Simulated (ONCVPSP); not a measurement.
Ni (Z = 28): ONCV pseudisation with PBE, fully relativistic reference atom.

nickel, optimised norm-conserving Vanderbilt (ONCV), made with ONCVPSP 4.0.1 (PBE, fully relativistic). Core [Ne], reference 3s2 3p6 3d8 4s2. Waves: 3s+4s: rc 1.00 bohr, ncon 5, nbas 9, qcut 9.5 1/bohr, 3 projectors, debl 2.7 Ha; 3p: rc 0.75 bohr, ncon 4, nbas 8, qcut 9.3 1/bohr, 2 projectors, debl 2.6 Ha; 3d: rc 1.30 bohr, ncon 3, nbas 8, qcut 13.7 1/bohr, 3 projectors, debl 3.8 Ha. Local part: polynomial inside 0.65 bohr (lpopt 4, dvloc0 -1 Ha). Core correction: Teter function, fcfact 5.75, rcfact 1.5.

Open shells are filled in proportion to 2j + 1.

All-electron outer shells of the reference configuration (PBE, scalar-relativistic, ld1.x):

| shell | level (eV) | outermost node (bohr) | outermost maximum (bohr) |
| --- | --- | --- | --- |
| 2p | -844.68 | – | 0.16 |
| 3s | -111.06 | 0.30 | 0.64 |
| 3p | -71.39 | 0.27 | 0.65 |
| 3d | -8.87 | – | 0.63 |
| 4s | -5.64 | 0.92 | 2.24 |

Does the generator finish with these settings?

Yes, a potential is produced and its reference levels are reproduced.

Estimate the cutoffs (Ha) at which the residual kinetic energy of the hardest occupied pseudo-wave falls to 1 and 0.1 mHa per electron.

114 Ha and 340 Ha.

Does the potential have ghost states?

No bound ghost flagged; no localised positive-energy state flagged.

Which valence shell sets the plane-wave cutoff?

3p: 114 Ha for 1 mHa per electron, against 78 Ha for 3s.

Tests: 3s2 3p6 3d8 4s1; 3s2 3p6 3d8 4s0; 3s2 3p6 3d7 4s0; 3s2 3p6 3d8 4s1.5. Which has the largest error in its energy relative to the reference configuration, and how large is it?

3s2 3p6 3d7 4s0, with +8.2 meV (all-electron minus pseudo) on +64.14 eV.
